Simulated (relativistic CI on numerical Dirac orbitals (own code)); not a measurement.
# What each ingredient does to the levels of Pm

Base calculation: Dirac-Coulomb-Breit CI, KLI orbitals optimised for each configuration, model QED (radiative potential, 1s self-energy scaled to tabulated hydrogen-like ionisation energies), valence Slater integrals scaled by 0.85, P86 correlation energy added to each configuration.

CI space (outside the closed core [Xe]): 4f5.6s2, 4f4.6s2.5d, 4f4.6s2.6p, 4f4.6s2.7p, 4f4.6s2.8s, 4f4.6s.7s2. Levels of other configurations are missing.

The lowest level and the first level of each name with at least 55 % of one term (blank where a level has no safe partner in the second run):

```
             Level  Base (cm⁻¹)  Shift (cm⁻¹)
4f4.6s2.5d 6L_11/2          0.0           0.0
4f4.6s2.5d 6L_13/2       1366.8       -1366.8
 4f4.6s2.5d 6K_9/2       1882.3        -303.1
4f4.6s2.5d 6L_15/2       2860.8       -2860.8
4f4.6s2.5d 6K_11/2       3085.7       -1506.5
 4f4.6s2.5d 6I_7/2       4217.4        -654.0
4f4.6s2.5d 6K_13/2       4401.1       -2821.9
4f4.6s2.5d 6L_17/2       4456.1       -4456.1
   4f5.6s2 6H°_5/2       5212.3      -28015.5
 4f4.6s2.5d 6I_9/2       5315.6       -1752.2
 4f4.6s2.5d 6G_3/2       5583.4       -1411.3
4f4.6s2.5d 6K_15/2       5806.4       -4227.2
 4f4.6s2.5d 6G_5/2       5841.3       -1669.2
   4f5.6s2 6H°_7/2       6043.7      -28846.9
4f4.6s2.5d 6L_19/2       6130.0       -6130.0
 4f4.6s2.5d 6G_7/2       6452.8       -2280.7
4f4.6s2.5d 6I_11/2       6487.8       -2924.3
 4f4.6s2.5d 6H_5/2       6929.0        -913.1
   4f5.6s2 6H°_9/2       7025.7      -29829.0
4f4.6s2.5d 6K_17/2       7279.1       -5699.9
4f4.6s2.5d 6I_13/2       7741.9       -4178.5
4f4.6s2.5d 6L_21/2       7866.0       -7866.0
```

For a near-neutral ion this model can misplace configurations by up to about 10,000 cm⁻¹ (more where the count of f electrons changes) and terms by 10 to 25 % of their spread. Rates follow the energies as ν³ (E1, M1) or ν⁵ (E2), so they and the lifetimes can be off by large factors. The fine structure of a lone outer electron comes out too small, for d and f at times inverted, and misplaced configurations move strength between like terms. 5 of the 12 excited levels that our extract of the measured tables holds in this range could be paired (the sources list more); they are missed by 113 cm⁻¹ on average and 205 at most, and levels without a partner can miss by more. Some levels of the ground configuration have no partner and can miss by 10 % or more. The computed lowest level isn't the tabulated ground level, which NIST ASD gives as 4f5 6s2 6H°5/2.

(1) One thing was changed in a second run, which moved the levels as shown. Which?
A. configuration mixing switched off
B. no correlation estimate
C. Breit term removed
D. QED terms removed
E. self-excluded LDA correlation estimate
F. only the first 3 configurations
G. non-relativistic limit

Results:

(1) G. Non-relativistic limit. Without relativity the fine structure collapses and s electrons lose their extra binding.

LS names give the leading component of a level, which can be under half, so a name can repeat, a term be missing and a line seem to break the LS rules.
